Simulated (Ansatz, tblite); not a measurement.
Isomers of Pd3H4⁻ (doublet), found by a short tight-binding search and relaxed with PBE-D4/def2-TZVPD in Ansatz.

In the def2 sets Pd takes a core potential; there is no spin–orbit coupling. The xTB rows come from tblite.

Run but left out: HF/def2-TZVPD, MP2/def2-TZVPD (A: ⟨S²⟩ 1.68, where a pure state has 0.75).

C: At PBE-D4/def2-TZVPD the highest occupied level of the charge -1 doublet lies above zero (up to 0.07 eV). By energy differences its removal costs 2.26 eV (vertical, to the charge 0 singlet, at PBE-D4/def2-TZVPD); a positive level beside a positive removal energy at the same level points to self-interaction error. At ωB97X-V/def2-TZVPD the charge -1 doublet is spin-contaminated (final ⟨S²⟩ up to 0.91, 0.75 for a pure state).

Other spin states were run for one of them alone.

A:

```xyz
7

Pd   -0.418   -0.327    1.344
Pd    0.311   -1.787   -0.632
Pd   -0.160    0.897   -1.036
H    -0.501    2.414   -0.717
H     0.221   -0.750   -1.893
H     0.084   -1.359    2.454
H     0.462    0.912    0.480
```

B:

```xyz
7

Pd    0.349    0.081   -1.321
Pd    0.539    0.410    1.195
Pd   -0.465   -1.956    0.292
H     0.444    1.346   -2.308
H    -0.718   -0.725    1.415
H     0.755    1.889    1.785
H    -0.905   -1.045   -1.058
```

C:

```xyz
7

Pd   -0.7184   -0.5519    0.7420
Pd    0.5137   -0.3257   -1.7139
Pd   -0.0341    1.9028   -0.2686
H     1.2176    1.0696   -1.1190
H    -1.1032   -1.9325    1.4565
H    -0.2032    1.1520    1.2069
H     0.3276   -1.3144   -0.3040
```

Question: Estimate their order by electronic energy at r2SCAN0-D4/def2-TZVPD, counted from the lowest.

Answer: A (0.00) < C (0.21) < B (0.43), in eV.

Question: Do the other levels pick the same lowest one?

Answer: Not PBE-D4/def2-TZVPD. Energies above each level's lowest (eV):

| level | A | B | C |
| --- | --- | --- | --- |
| GFN1-xTB | 0.00 | 0.28 | 0.21 |
| GFN2-xTB | 0.00 | 0.10 | 0.29 |
| PBE-D4/def2-TZVPD | 0.06 | 0.16 | 0.00 |
| r2SCAN-D4/def2-TZVPD | 0.00 | 0.15 | 0.07 |
| PBE0-D4/def2-TZVPD | 0.00 | 0.38 | 0.13 |
| r2SCAN0-D4/def2-TZVPD | 0.00 | 0.43 | 0.21 |
| ωB97X-V/def2-TZVPD | 0.00 | 0.68 | 0.28 |
Point groups (tolerance 0.1 Å): A not assigned, B Cs, C not assigned. Lower isomers may exist.
